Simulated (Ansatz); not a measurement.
The cluster TiSi4, relaxed as a triplet with UKS r2SCAN-D4/def2-SVP in Ansatz, starting from the r2SCAN-D4/def2-SVP geometry of the neutral singlet. Force threshold 0.02 eV/Å.

The relaxation made no stability test and no search for a lower SCF solution. At r2SCAN-D4/def2-SVP a singlet of charge 0 lies 0.86 eV below the triplet, each at its own geometry. The structure comes from a short search, and lower isomers may exist.

Start:

```xyz
5

Ti    0.1234   -1.5982   -1.0411
Si    0.1863   -0.7716    1.1793
Si   -1.3084    0.2139   -0.5114
Si    1.1272    0.5203   -0.6920
Si   -0.1286    1.6357    1.0652
```

```tsv
step	energy (eV)	largest force component (eV/Å)	SCF passes
1	-54605.6905	1.452	47
2	-54605.8278	0.494	54
3	-54605.8679	0.320	59
4	-54605.8808	0.192	65
5	-54605.9146	0.254	66
6	-54605.9241	0.232	64
7	-54605.9290	0.115	70
8	-54605.9355	0.162	81
9 (rejected)	-54605.9150	0.410	182
10	-54605.9574	0.473	75
11	-54605.9600	0.418	67
12	-54605.9994	0.128	71
13 (rejected)	-54605.9361	0.395	61
14	-54606.0024	0.051	58
15	-54606.0031	0.080	59
16	-54606.0043	0.070	58
17	-54606.0053	0.061	54
18	-54606.0062	0.064	55
19	-54606.0066	0.030	49
20	-54606.0068	0.014	52
```

Force components are those of the run's own axes.

End:

```
atom   x (Å)   y (Å)   z (Å)
 Ti1   0.055  -1.588  -1.191
 Si2   0.212  -0.895   1.125
 Si3  -1.424   0.152  -0.277
 Si4   1.350   0.538  -0.454
 Si5  -0.194   1.794   0.797
```

Bonds lost: Si3–Si4 (atoms count from 1).

No frequencies were taken in this run, so the end may be a saddle point.

Hardware: 4 threads of Arm Neoverse V2 on a shared host. Wall time 3.6 min.
